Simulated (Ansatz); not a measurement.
A series at Sn: from `[OH][Sn]([F])([F])[F]`, ligands are replaced one by one, each step taking up H₂O and setting free H–F; n counts the steps. Ansatz, PBE0-D4/def2-TZVP geometries. Each molecule was computed in one conformer, which needn't be the lowest.

| n | molecule | HOMO energy, ωB97M-V/def2-TZVPP (eV) |
| --- | --- | --- |
| 0 | `[OH][Sn]([F])([F])[F]` | -12.98 |
| 1 | `[OH][Sn]([OH])([F])[F]` | ? |
| 2 | `[OH][Sn]([OH])([OH])[F]` | -11.96 |
| 3 | `[OH][Sn]([OH])([OH])[OH]` | -11.56 |

Problem. By hand: fit a straight line y = ȳ + b (n − n̄) to the 3 given rows and predict n = 1.

Solution. n̄ = 1.667, ȳ = -12.167; Σ(n − n̄)(y − ȳ) = 2.233, Σ(n − n̄)² = 4.667, so b = 0.478 eV a step. Prediction: -12.167 + (0.478) × (-0.667) = -12.49 eV.

Problem. By hand: compare with the computed value, -12.57 eV, and give the steps along the whole series.

Solution. The line misses by -0.08 eV (computed minus predicted). Steps: 0.41, 0.61, 0.40 eV.

The steps differ by up to 0.21 eV without a steady trend. The highest orbital can change its character along such a series. The miss is 5.6 % of the series' range.
